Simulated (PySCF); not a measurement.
## Multinuclear NMR of C₄H₁₁NOSi₂

Structure with atom numbers: `[O:1]=[CH:2][C@@:3]1([SiH3:4])[CH2:5][C@H:6]1[NH:7][SiH3:8]`. Each H is labelled by its parent atom. Ha(C5) is cis to N7 on the ring; Hb(C5) is trans to N7 on the ring.

Method: NMR shieldings at PBE0/pcSseg-1/GIAO, structure optimised with GFN2-xTB, in PySCF 2.14 (one averaged value for each set of equivalent atoms, isolated molecule, non-relativistic Hamiltonian, one conformer).

**Question.** Where does ²⁹Si resonate?

**Answer.** 
```json
{"atoms": "Si8", "environment": "silicon bonded to N, 3 H", "σ (ppm)": "403.2", "δ (ppm)": "-51.4"}
{"atoms": "Si4", "environment": "silicon bonded to C, 3 H", "σ (ppm)": "414.6", "δ (ppm)": "-60.8"}
```

Shieldings were converted by a linear fit to measured shifts: ²⁹Si: δ = 279.94 − 0.822σ (rms 8.9 ppm, 72 shifts, 25.8 ppm with the 6 outliers that the fit left out vs TMS, solution or neat liquid). Occasional misses reach two or three times the rms, and more in compound classes unlike the fitted ones.

On a 500 MHz spectrometer ²⁹Si resonates near 99.3 MHz, so 1 ppm is 99.3 Hz.

**Question.** What are the ¹⁵N shifts?

**Answer.** 
| atoms | environment | σ (ppm) | δ (ppm) |
| --- | --- | --- | --- |
| N7 | nitrogen bonded to C, Si, H | 237.4 | -366.8 |

Shieldings were converted by a linear fit to measured shifts: ¹⁵N: δ = -148.07 − 0.921σ (rms 6.3 ppm, 71 shifts vs CH3NO2, solution or neat liquid). Occasional misses reach two or three times the rms, and more in compound classes unlike the fitted ones.

On a 300 MHz spectrometer ¹⁵N resonates near 30.4 MHz, so 1 ppm is 30.4 Hz.

**Question.** Where does ¹⁷O resonate?

**Answer.** 
```csv
atoms,environment,σ (ppm),δ (ppm)
O1,aldehyde oxygen,-366.0,600.1
```

Shieldings were converted by a linear fit to measured shifts: ¹⁷O: δ = 266.70 − 0.911σ (rms 10.7 ppm, 155 shifts, 12.2 ppm with the 3 outliers that the fit left out vs liquid water, solution or neat liquid). A few per cent of atoms miss by over 2 rms, more outside the fitted compound classes.

On a 400 MHz spectrometer ¹⁷O resonates near 54.2 MHz, so 1 ppm is 54.2 Hz.
